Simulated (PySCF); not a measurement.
**Steps of a relaxation of Sm(CH3)2**

Sm(CH3)2 (singlet in the valence; each metal's 4f electrons, 6 of them, lie in its core potential, out of spins and levels). PySCF 2.14.0, RKS PBE0, Sm lcecp-0-SVP with ECP52, C def2-SVP, H def2-SVP; non-relativistic Hamiltonian with scalar-relativistic core potentials where named; density fitting; no spin-orbit coupling. Origin of the start: template. Columns: position (Å) and force (eV/Å). Energies are counted from the last step; some of the 14 steps are shown. Forces carry noise of the integration grid, about 0.01 to 0.03 eV/Å.

Run from Python with OMP_NUM_THREADS=2. Where DIIS fails, smearing, a level shift and second-order steps follow.
It took 38 s on 2 threads of Arm Neoverse V2, on a shared host, from the converged density of the start.

```xyz
9
step 0  E = 0.188 eV
Sm    0.0000    0.0000   -0.1829     0.00    0.00   -0.20
C     2.4084    0.0000    0.8949    -1.31    0.00   -0.37
H     3.1598    0.0000    0.1053     0.51    0.00   -0.27
H     2.5301    0.8900    1.5124     0.28    0.34    0.37
H     2.5301   -0.8900    1.5124     0.28   -0.34    0.37
C    -2.4084    0.0000    0.8949     1.31    0.00   -0.37
H    -3.1598    0.0000    0.1053    -0.51    0.00   -0.27
H    -2.5301   -0.8900    1.5124    -0.28   -0.34    0.37
H    -2.5301    0.8900    1.5124    -0.28    0.34    0.37
```

```xyz
9
step 4  E = 0.033 eV
Sm    0.0000    0.0000   -0.4007     0.00    0.00    0.06
C     2.2409    0.0000    0.8850    -0.05    0.00   -0.05
H     3.0926    0.0000    0.1739     0.05    0.00   -0.07
H     2.4175    0.8757    1.5375    -0.06    0.09    0.04
H     2.4175   -0.8757    1.5375    -0.06   -0.09    0.04
C    -2.2409    0.0000    0.8850     0.05    0.00   -0.05
H    -3.0926    0.0000    0.1739    -0.05    0.00   -0.07
H    -2.4175   -0.8757    1.5375     0.06   -0.09    0.04
H    -2.4175    0.8757    1.5375     0.06    0.09    0.04
```

```xyz
9
step 9  E = 0.006 eV
Sm    0.0000    0.0000   -0.5674     0.00    0.00   -0.07
C     2.1014    0.0000    0.8711     0.10    0.00   -0.03
H     3.0380    0.0000    0.2696    -0.06    0.00    0.11
H     2.1601    0.8851    1.5382     0.01   -0.05   -0.02
H     2.1601   -0.8851    1.5382     0.01    0.05   -0.02
C    -2.1014    0.0000    0.8711    -0.10    0.00   -0.03
H    -3.0380    0.0000    0.2696     0.06    0.00    0.11
H    -2.1601   -0.8851    1.5382    -0.01    0.05   -0.02
H    -2.1601    0.8851    1.5382    -0.01   -0.05   -0.02
```

Task: Where does the relaxation end?

Result: It converges at step 13 in C2v:
```xyz
9
step 13  E = 0
Sm    0.0000    0.0000   -0.6519
C     2.0625    0.0000    0.8515
H     3.0558    0.0000    0.3585
H     2.0537    0.8815    1.5247
H     2.0537   -0.8815    1.5247
C    -2.0625    0.0000    0.8515
H    -3.0558    0.0000    0.3585
H    -2.0537   -0.8815    1.5247
H    -2.0537    0.8815    1.5247
```

Task: How did the contacts change?

Result: 
| contact | start (Å) | end (Å) |
| --- | --- | --- |
| Sm1–C2 (CH3) | 2.639 | 2.552 |
| Sm1–C6 (CH3) | 2.639 | 2.552 |


An lcecp potential fixes the number of 4f electrons, so in runs with it no electron can move into or out of that shell.
